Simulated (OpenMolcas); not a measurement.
A run on Ta²⁺.

```
Program             : OpenMolcas 26.06
Method              : SS-CASPT2, IPEA 0.15 Eh, no level shift (closed shells correlated: 5s 5p)
Basis               : ANO-RCC-VDZP [7s6p4d2f1g]
Scalar Hamiltonian  : X2C, point nucleus
Active space        : 3 electrons in 5 orbitals (5d)
State averaging     : 2S+1 = 4 even, 10 roots; 2S+1 = 2 even, 40 roots kept (CI in the orbitals of an earlier block)
Spin-orbit coupling : state interaction with AMFI integrals over the reference wave functions, term energies averaged over their components
```

First CASPT2 step and the start of its output:

```
&CASPT2
Multistate=10 1 2 3 4 5 6 7 8 9 10
Frozen=14 16
IPEA=0.15
MaxIter=60
WThr=0.0 0.3 0.05
PrWF=0.5
NoMix
```

```
--- CASPT2 ---
Orbital specifications:
      -----------------------

      Symmetry species                           1   2
                                                ag  au
      Frozen orbitals                           14  16
      Inactive orbitals                          1   3
      Active orbitals                            5   0
      Secondary orbitals                        16  13
      Deleted orbitals                           0   0
      Number of basis functions                 36  32
Type of calculation                        MS-CASPT2
      Fock operator                              state-specific
      IPEA shift                                 0.15
      Real shift                                 0.00
      Imaginary shift                            0.00
      The input orbitals will be transformed to quasi-canonical
Reference energy:      -15600.7818154305
      E2 (Non-variational):      -0.1744208847
      E2 (Variational):          -0.1744208072
      Total energy:          -15600.9562362377
      Residual norm:              0.0000008753
      Reference weight:           0.96723
      Contributions to the CASPT2 correlation energy
      Active & Virtual Only:         -0.0083957118
      One Inactive Excited:          -0.0637207677
      Two Inactive Excited:          -0.1023044051
Reference energy:      -15600.7818154305
      E2 (Non-variational):      -0.1749614072
      E2 (Variational):          -0.1749614222
      Total energy:          -15600.9567768526
      Residual norm:              0.0000002881
      Reference weight:           0.96692
      Contributions to the CASPT2 correlation energy
      Active & Virtual Only:         -0.0085370095
      One Inactive Excited:          -0.0639032875
...
```

Over all roots the printed reference weights run from 0.55 to 0.97, and roots that are degenerate in the reference spread by up to 2100 cm-1.

Q: Did the run give usable levels, and if not, why?

A: No. The equations converged, but the reference weight falls to 0.55 for at least one root against 0.97 for the best. A drop of that size marks an intruder state, so the energies of such roots and the levels built on them can't be trusted.
